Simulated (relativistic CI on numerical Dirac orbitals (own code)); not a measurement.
# Re²⁷⁺: sensitivity of the levels to the model

Base calculation: Dirac-Coulomb-Breit CI, KLI orbitals optimised for each configuration, model QED (radiative potential, 1s self-energy scaled to tabulated hydrogen-like ionisation energies), unscaled Slater integrals.

Configuration list (outside the closed core [Ar] 3d10): 4s2 4p6 4d10 4f2, 4s2 4p6 4d9 4f3, 4s2 4p6 4d10 4f 5s, 4s2 4p6 4d10 4f 5p, 4s2 4p6 4d10 5s2, 4s2 4p6 4d10 5s 5p, 4s2 4p5 4d10 4f3, 4s2 4p6 4d10 4f 5d, 4s2 4p6 4d10 5p2, 4s2 4p6 4d10 5s 5d, 4s2 4p6 4d9 4f2 5s, 4s 4p6 4d10 4f3, 4s2 4p6 4d10 5p 5d, 4s2 4p6 4d9 4f 5s2, 4s2 4p6 4d10 4f 5f, 4s2 4p6 4d9 4f 5s 5p. Levels of other configurations are missing.

The lowest level and the first level of each name with at least 55 % of one term (blank where a level has no safe partner in the second run):

```tsv
Level	Base (cm⁻¹)	Shift (cm⁻¹)
4s2 4p6 4d10 4f2 3H_4	0	0
4s2 4p6 4d10 4f2 3F_2	20462	+1276
4s2 4p6 4d10 4f2 3H_5	28103	+18
4s2 4p6 4d10 4f2 3F_3	42091	+1019
4s2 4p6 4d10 4f2 3H_6	51671	+145
4s2 4p6 4d10 4f2 3F_4	74405	+465
4s2 4p6 4d10 4f2 1D_2	77153	+2960
4s2 4p6 4d10 4f2 3P_0	79989	+3410
4s2 4p6 4d10 4f2 3P_1	93353	+3514
4s2 4p6 4d10 4f2 1I_6	95740	+1740
4s2 4p6 4d10 4f2 3P_2	114749	+3290
4s2 4p6 4d10 4f2 1S_0	195553	+1784
4s2 4p6 4d10 4f 5s 3F°_2	1136846	-1328
4s2 4p6 4d10 4f 5s 3F°_3	1140074	-1216
```

At this charge energies of transitions that change n are usually good to better than 1 %, and those within a shell (Δn = 0) to a few per cent. Terms inside the open d or f shell come out 10 to 20 % too wide with unscaled integrals.

Task: One thing was changed in a second run, which moved the levels as shown. Which?
A. configuration mixing switched off
B. QED terms removed
C. one mean potential for all configurations
D. Breit term removed

Result: A. Configuration mixing switched off. Without mixing, levels that were pushed by configurations of the same parity and J return to their single-configuration places.

LS names give the leading component of a level, which can be under half, so a name can repeat, a term be missing and a line seem to break the LS rules.
